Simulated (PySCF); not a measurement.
Species: tetrahydrothiopyran-4-one, C5H8OS.
Z-matrix (Å and degrees, GFN2-xTB geometry), rows numbered from 1:
```
O 
C   1  1.2038
C   2  1.5137  1  122.72
C   3  1.5271  2  110.81  1  -117.56
S   4  1.8168  3  111.18  2   -62.97
C   5  1.8171  4   96.47  3    58.69
C   2  1.5138  1  122.73  3  -178.37
H   3  1.0922  2  108.96  1     3.07
H   3  1.0920  2  109.23  1   122.14
H   4  1.0889  3  110.84  2   179.20
H   4  1.0910  3  111.03  2    57.69
H   6  1.0891  5  106.21  4  -179.31
H   6  1.0911  5  108.28  4    63.47
H   7  1.0921  2  108.99  1    -3.14
H   7  1.0919  2  109.20  1  -122.20
```

The closed-shell SCF was solved with PySCF and density fitting under several settings on one GFN2-xTB geometry (grid level 2 and gas phase unless stated).

```tsv
settings	basis functions	SCF cycles	E (Eh)	HOMO (eV)	LUMO (eV)	dipole (D)
PBE0/pcSseg-1	166	14	-668.2622	-6.75	-0.67	1.34
PBE0/def2-SVPD	214	14	-668.0144	-6.74	-0.80	1.46
```

Problem. Estimate the rows for these settings: (1) PBE0/ANO-RCC-VDZP; (2) BP86/pcSseg-1, IEF-PCM cyclohexane, start guess sap, damping 0.3 at the start, DIIS from the seventh cycle.

Solution. 
| settings | basis functions | SCF cycles | E (Eh) | HOMO (eV) | LUMO (eV) | dipole (D) |
| --- | --- | --- | --- | --- | --- | --- |
| PBE0/ANO-RCC-VDZP | 142 | 14 | -668.1362 | -6.66 | -0.69 | 1.48 |
| BP86/pcSseg-1, IEF-PCM cyclohexane, start guess sap, damping 0.3 at the start, DIIS from the seventh cycle | 166 | 23 | -668.7648 | -5.55 | -1.85 | 1.42 |

Problem. Over all rows, what range does the HOMO–LUMO gap span?

Solution. From 3.70 eV (BP86/pcSseg-1, IEF-PCM cyclohexane, start guess sap, damping 0.3 at the start, DIIS from the seventh cycle) to 6.08 eV (PBE0/pcSseg-1). The functional of the narrowest has no exact exchange, that of the widest 25 % exact exchange.

Problem. And the dipole moment?

Solution. From 1.34 D (PBE0/pcSseg-1) to 1.48 D (PBE0/ANO-RCC-VDZP); the largest is 1.10 times the smallest, and the median is 1.44 D.

Problem. Compare two rows with the functional PBE0: PBE0/pcSseg-1 and PBE0/def2-SVPD. Which energy is lower, and by how much?

Solution. PBE0/pcSseg-1 (166 functions) lies 0.2478 Eh or 155 kcal/mol below PBE0/def2-SVPD (214 functions). The smaller set gives the lower energy; the two sets aren't nested, so the variational bound doesn't order them by size.

Cycle counts include a coarse-grid stage where the run had one. ANO-RCC sets were contracted for a scalar-relativistic Hamiltonian, but ran non-relativistically here. The structure is a single GFN2-xTB conformer; no vibrational corrections.
